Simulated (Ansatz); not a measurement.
Input and output for `[Cl][GeH]1[CH]=[CH]1`.

```yaml
crystal:
  periodic: [false, false, false]
  atoms:
    - {symbol: Cl, position_ang: [-1.893923, -1.842802, -0.492709]}
    - {symbol: Ge, position_ang: [-0.723322, -0.040389, -0.576697]}
    - {symbol: C, position_ang: [0.323577, 0.463757, 0.911677]}
    - {symbol: C, position_ang: [1.086246, -0.075841, -0.038536]}
    - {symbol: H, position_ang: [-1.344323, 0.893221, -1.605284]}
    - {symbol: H, position_ang: [0.476766, 0.854108, 1.911616]}
    - {symbol: H, position_ang: [2.136179, -0.319954, -0.155867]}
basis:
  gaussian: {orbitals: 6-31G}
hamiltonian: {xc: {name: revPBE0}}
output: {forces: true}
```

```sh
$ ansatz run in.yaml --threads 2 --pin off --events-out ev --progress --plain --max-ram 4352MiB
```

Output, abridged:

```
Functional definition: revPBE0
742 factors; integrals over basis functions are off by at most 3.8e-4 eV
mean field evaluation 1: about -71140.2992 eV, gradient 3.9e1 eV
mean field evaluation 2: about -71135.5733 eV, gradient 5.6e1 eV
mean field evaluation 4: about -71144.3719 eV, gradient 2.1e0 eV
mean field evaluation 8: about -71144.4490 eV, gradient 1.3e-1 eV
mean field evaluation 16: about -71144.4490 eV, gradient 2.3e-5 eV
mean field -71144.44904187 eV, -2614.5102788490 hartree, gradient 2.3e-5 eV, S^2 0.000000; 0 other end points of the search recorded, 0 dependent functions left out
reference -71144.44907381 eV, -2614.5102800228 hartree; 32, 32 occupied and 34, 34 virtual orbitals, 742 factors
Total energy: -71144.44907381 eV, -2614.5102800228 hartree
Atom 0 at    -1.893923    -1.842802    -0.492709 Å, force    -0.845236    -1.267437     0.041330 eV/Å
Atom 1 at    -0.723322    -0.040389    -0.576697 Å, force     0.053346     1.107726    -0.586186 eV/Å
Atom 2 at     0.323577     0.463757     0.911677 Å, force    -0.186652     0.550790     1.199288 eV/Å
Atom 3 at     1.086246    -0.075841    -0.038536 Å, force     1.169794    -0.408941    -0.490778 eV/Å
Atom 4 at    -1.344323     0.893221    -1.605284 Å, force    -0.024930     0.016252    -0.029250 eV/Å
Atom 5 at     0.476766     0.854108     1.911616 Å, force    -0.060478    -0.015257    -0.095492 eV/Å
Atom 6 at     2.136179    -0.319954    -0.155867 Å, force    -0.105844     0.016868    -0.038912 eV/Å
Dipole moment:     0.380574     0.480868     0.032382 e Å
```

Run time 1.9 s (2 threads of an Arm Neoverse V1 on a shared host); peak host memory 0.13 GiB.
